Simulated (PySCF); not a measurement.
2-methylpenta-1,4-diene (C6H10), SMILES C=CCC(=C)C.

Geometry: PBE-D3(BJ)/def2-SVP. One conformer was computed; it need not be the lowest.

The numbers are results of PySCF with PBE-D3(BJ)/def2-SVP, not measurements.

Frequencies are harmonic and unscaled.

Computed vibrational spectrum:
```json
[
 {"mode": "1", "ν (cm⁻¹)": "43", "IR (km/mol)": "0.2", "moving atoms (share of kinetic energy)": "C 60 %, H 40 %"},
 {"mode": "2", "ν (cm⁻¹)": "76", "IR (km/mol)": "0.1", "moving atoms (share of kinetic energy)": "C 67 %, H 33 %"},
 {"mode": "3", "ν (cm⁻¹)": "185", "IR (km/mol)": "0.8", "moving atoms (share of kinetic energy)": "H 91 %, C 9 %"},
 {"mode": "4", "ν (cm⁻¹)": "228", "IR (km/mol)": "0.1", "moving atoms (share of kinetic energy)": "C 56 %, H 44 %"},
 {"mode": "5", "ν (cm⁻¹)": "355", "IR (km/mol)": "0.8", "moving atoms (share of kinetic energy)": "C 65 %, H 35 %"},
 {"mode": "6", "ν (cm⁻¹)": "407", "IR (km/mol)": "0.6", "moving atoms (share of kinetic energy)": "C 53 %, H 47 %"},
 {"mode": "7", "ν (cm⁻¹)": "435", "IR (km/mol)": "2.6", "moving atoms (share of kinetic energy)": "C 51 %, H 49 %"},
 {"mode": "8", "ν (cm⁻¹)": "483", "IR (km/mol)": "8.0", "moving atoms (share of kinetic energy)": "C 58 %, H 42 %"},
 {"mode": "9", "ν (cm⁻¹)": "623", "IR (km/mol)": "10.2", "moving atoms (share of kinetic energy)": "H 63 %, C 37 %"},
 {"mode": "10", "ν (cm⁻¹)": "690", "IR (km/mol)": "0.9", "moving atoms (share of kinetic energy)": "H 86 %, C 14 %"},
 {"mode": "11", "ν (cm⁻¹)": "821", "IR (km/mol)": "2.3", "moving atoms (share of kinetic energy)": "C 62 %, H 38 %"},
 {"mode": "12", "ν (cm⁻¹)": "872", "IR (km/mol)": "34.0", "moving atoms (share of kinetic energy)": "H 74 %, C 26 %"},
 {"mode": "13", "ν (cm⁻¹)": "886", "IR (km/mol)": "12.3", "moving atoms (share of kinetic energy)": "H 67 %, C 33 %"},
 {"mode": "14", "ν (cm⁻¹)": "897", "IR (km/mol)": "26.5", "moving atoms (share of kinetic energy)": "H 69 %, C 31 %"},
 {"mode": "15", "ν (cm⁻¹)": "920", "IR (km/mol)": "0.2", "moving atoms (share of kinetic energy)": "C 53 %, H 47 %"},
 {"mode": "16", "ν (cm⁻¹)": "955", "IR (km/mol)": "0.0", "moving atoms (share of kinetic energy)": "H 69 %, C 31 %"},
 {"mode": "17", "ν (cm⁻¹)": "978", "IR (km/mol)": "5.2", "moving atoms (share of kinetic energy)": "H 65 %, C 35 %"},
 {"mode": "18", "ν (cm⁻¹)": "994", "IR (km/mol)": "8.1", "moving atoms (share of kinetic energy)": "H 87 %, C 13 %"},
 {"mode": "19", "ν (cm⁻¹)": "1014", "IR (km/mol)": "1.8", "moving atoms (share of kinetic energy)": "H 61 %, C 39 %"},
 {"mode": "20", "ν (cm⁻¹)": "1084", "IR (km/mol)": "8.3", "moving atoms (share of kinetic energy)": "H 58 %, C 42 %"},
 {"mode": "21", "ν (cm⁻¹)": "1186", "IR (km/mol)": "0.1", "moving atoms (share of kinetic energy)": "H 71 %, C 29 %"},
 {"mode": "22", "ν (cm⁻¹)": "1237", "IR (km/mol)": "4.1", "moving atoms (share of kinetic energy)": "H 70 %, C 30 %"},
 {"mode": "23", "ν (cm⁻¹)": "1261", "IR (km/mol)": "2.5", "moving atoms (share of kinetic energy)": "C 55 %, H 45 %"},
 {"mode": "24", "ν (cm⁻¹)": "1274", "IR (km/mol)": "0.9", "moving atoms (share of kinetic energy)": "H 72 %, C 28 %"},
 {"mode": "25", "ν (cm⁻¹)": "1340", "IR (km/mol)": "10.3", "moving atoms (share of kinetic energy)": "H 70 %, C 30 %"},
 {"mode": "26", "ν (cm⁻¹)": "1367", "IR (km/mol)": "1.0", "moving atoms (share of kinetic energy)": "H 85 %, C 15 %"},
 {"mode": "27", "ν (cm⁻¹)": "1379", "IR (km/mol)": "0.6", "moving atoms (share of kinetic energy)": "H 86 %, C 14 %"},
 {"mode": "28", "ν (cm⁻¹)": "1390", "IR (km/mol)": "6.8", "moving atoms (share of kinetic energy)": "H 88 %, C 12 %"},
 {"mode": "29", "ν (cm⁻¹)": "1402", "IR (km/mol)": "12.4", "moving atoms (share of kinetic energy)": "H 96 %"},
 {"mode": "30", "ν (cm⁻¹)": "1413", "IR (km/mol)": "9.2", "moving atoms (share of kinetic energy)": "H 94 %"},
 {"mode": "31", "ν (cm⁻¹)": "1672", "IR (km/mol)": "13.3", "moving atoms (share of kinetic energy)": "C 88 %, H 12 %"},
 {"mode": "32", "ν (cm⁻¹)": "1680", "IR (km/mol)": "16.5", "moving atoms (share of kinetic energy)": "C 91 %, H 9 %"},
 {"mode": "33", "ν (cm⁻¹)": "2928", "IR (km/mol)": "20.8", "moving atoms (share of kinetic energy)": "H 94 %"},
 {"mode": "34", "ν (cm⁻¹)": "2956", "IR (km/mol)": "21.0", "moving atoms (share of kinetic energy)": "H 97 %"},
 {"mode": "35", "ν (cm⁻¹)": "3024", "IR (km/mol)": "12.8", "moving atoms (share of kinetic energy)": "H 91 %, C 9 %"},
 {"mode": "36", "ν (cm⁻¹)": "3027", "IR (km/mol)": "9.7", "moving atoms (share of kinetic energy)": "H 91 %, C 9 %"},
 {"mode": "37", "ν (cm⁻¹)": "3064", "IR (km/mol)": "14.2", "moving atoms (share of kinetic energy)": "H 94 %"},
 {"mode": "38", "ν (cm⁻¹)": "3069", "IR (km/mol)": "4.8", "moving atoms (share of kinetic energy)": "H 94 %"},
 {"mode": "39", "ν (cm⁻¹)": "3073", "IR (km/mol)": "8.3", "moving atoms (share of kinetic energy)": "H 91 %, C 9 %"},
 {"mode": "40", "ν (cm⁻¹)": "3075", "IR (km/mol)": "15.3", "moving atoms (share of kinetic energy)": "H 91 %, C 9 %"},
 {"mode": "41", "ν (cm⁻¹)": "3165", "IR (km/mol)": "8.4", "moving atoms (share of kinetic energy)": "H 89 %, C 11 %"},
 {"mode": "42", "ν (cm⁻¹)": "3165", "IR (km/mol)": "13.8", "moving atoms (share of kinetic energy)": "H 89 %, C 11 %"}
]
```
